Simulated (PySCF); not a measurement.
Compound: C₇H₁₁BO₂.
Atom-mapped SMILES: `[CH:1]#[C:2][C@H:3]([CH2:4][CH:5]=[CH2:6])[CH2:7][B:8]([OH:9])[OH:10]` (hydrogens: H11 on C1; H12 on C3; H13, H14 on C4; H15 on C5; H16, H17 on C6; H18, H19 on C7; H20 on O9; H21 on O10)

A GFN2-xTB structure was refined with PySCF 2.14.0, PBE0-D3(BJ)/def2-SVP geometry optimisation, gas phase. Its GFN2-xTB values:

```
 coordinate  GFN2-xTB
     C1–H11   1.033 Å
      C2–C3   1.450 Å
      C3–C4   1.498 Å
      C3–C7   1.548 Å
     C3–H12   1.123 Å
      C4–C5   1.477 Å
     C4–H13   1.127 Å
     C4–H14   1.131 Å
      C5=C6   1.324 Å
     C5–H15   1.091 Å
     C6–H17   1.073 Å
      C7–B8   1.606 Å
     C7–H18   1.073 Å
     C7–H19   1.096 Å
      B8–O9   1.335 Å
     O9–H20   0.950 Å
   C2–C3–C4    111.2°
   C2–C3–C7    109.7°
   C3–C4–C5    114.0°
   C3–C7–B8    114.6°
   C4–C3–C7    111.7°
   C4–C5–C6    125.7°
   C7–B8–O9    118.3°
  O9–B8–O10    123.9°
C2–C3–C4–C5      172°
C2–C3–C7–B8     -170°
C3–C7–B8–O9     -136°
```

Q: How do these coordinates change at the PBE0-D3(BJ)/def2-SVP level?

A: 
| coordinate | PBE0-D3(BJ)/def2-SVP (Å or °) | change |
| --- | --- | --- |
| C3–C4 | 1.545 | +0.047 |
| C1–H11 | 1.074 | +0.041 |
| C7–H18 | 1.105 | +0.032 |
| B8–O9 | 1.366 | +0.031 |
| C7–B8 | 1.576 | -0.030 |
| C4–H14 | 1.103 | -0.028 |
| C4–H13 | 1.102 | -0.025 |
| C6–H17 | 1.095 | +0.022 |
| C3–H12 | 1.105 | -0.018 |
| C4–C5 | 1.494 | +0.017 |
| C3–C7 | 1.536 | -0.012 |
| C2–C3 | 1.462 | +0.012 |
| O9–H20 | 0.962 | +0.012 |
| C5=C6 | 1.335 | +0.011 |
| C5–H15 | 1.097 | +0.006 |
| C7–H19 | 1.102 | +0.006 |
| C2–C3–C7 | 111.6 | +1.9 |
| C2–C3–C4 | 109.7 | -1.5 |
| C3–C7–B8 | 115.2 | +0.6 |
| C4–C5–C6 | 125.0 | -0.7 |
| C3–C4–C5 | 113.4 | -0.6 |
| O9–B8–O10 | 123.5 | -0.4 |
| C4–C3–C7 | 111.9 | +0.2 |
| C7–B8–O9 | 118.4 | +0.1 |
| C3–C7–B8–O9 | -145 | -9 |
| C2–C3–C7–B8 | -166 | +4 |
| C2–C3–C4–C5 | 174 | +2 |

The energy falls by 4.5 kcal/mol over 12 energy and gradient evaluations, the largest force component goes from 0.0423 to 3.9e-04 Eh/bohr, and the atoms move by 0.116 Å rms after alignment. The bond that changes most is C3–C4 (propargylic carbon to allylic carbon), which lengthens by 0.047 Å. Bonds longer at the end by more than 0.005 Å: 13 of 20; shorter: 5. Rotational constants go from 1878, 913.1, 728.4 to 1766, 911.9, 712.8 MHz.

The run used 195 basis functions and 86 SCF cycles in all.

No PBE0-D3(BJ)/def2-SVP frequencies stand behind this structure, so it isn't proved a minimum. One conformer, not necessarily the lowest.
